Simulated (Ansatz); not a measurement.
Two isomers of CH6BFO2Si: A = `B[Si](O)(F)OC`, B = `CBO[SiH](O)F`.

Computed with Ansatz on PBE0-D4/def2-TZVP structures; ΔE is electronic, products minus reactants. CBS: MP2 limit from def2 TZ/QZ plus the TZ coupled-cluster correction, frozen cores. DFT in def2-TZVPP. B3LYP here is the variant with VWN-RPA as its local correlation; programs differ in this. One conformer a species, not always the lowest.

A:

Z-matrix (Å, degrees):
```
Si
O 1 1.627
F 1 1.605 2 110.7
B 1 2.005 2 110.7 3 -116.7
O 1 1.633 2 106.6 3 116.5
H 2 0.959 1 117.6 3 -83.3
H 4 1.194 1 121.4 2 29.2
H 4 1.196 1 121.3 2 -152.0
C 5 1.411 1 124.8 2 -171.4
H 9 1.094 5 111.1 1 66.4
H 9 1.096 5 111.5 1 -55.0
H 9 1.091 5 108.2 1 -174.2
```

B:

Z-matrix (Å, degrees):
```
C
B 1 1.557
H 1 1.091 2 113.8
H 1 1.096 2 109.8 3 -122.3
H 1 1.096 2 110.0 3 122.6
O 2 1.360 1 120.6 3 0.1
H 2 1.207 1 121.3 3 -179.8
Si 6 1.635 2 133.2 1 178.8
O 8 1.619 6 110.4 2 131.8
F 8 1.589 6 105.8 2 -108.6
H 8 1.467 6 113.0 2 10.8
H 9 0.958 8 119.7 6 49.7
```

Task: Which is lower in electronic energy at CCSD(T)/CBS, and by how much? (Best estimate.)

Result: Ansatz gave: B, by 275.3 kJ/mol.

Task: Give E(B) − E(A) in kJ/mol with PBE0-D4, B2PLYP, B3LYP, CCSD(T)/def2-TZVPP, PBE-D4, CCSD/def2-TZVPP, MP2/def2-TZVPP. (An estimate is asked.)

Result: The calculation gave: PBE0-D4 -270.1, B2PLYP -278.1, B3LYP -274.4, CCSD(T)/def2-TZVPP -273.9, PBE-D4 -265.6, CCSD/def2-TZVPP -273.5, MP2/def2-TZVPP -284.8. None reverses the order clearly.

Largest T1 diagnostic: 0.012.

From PBE to PBE0 (25 % exact exchange), in def2-TZVPP and without D4, E(B) − E(A) moves by −4.2 kJ/mol. The D4 term adds +3.3 kJ/mol with B3LYP and +1.8 kJ/mol with PBE0; it sums over pairs of atoms, weighted by their polarisabilities, and B3LYP, whose exchange is more repulsive, gets the larger term.
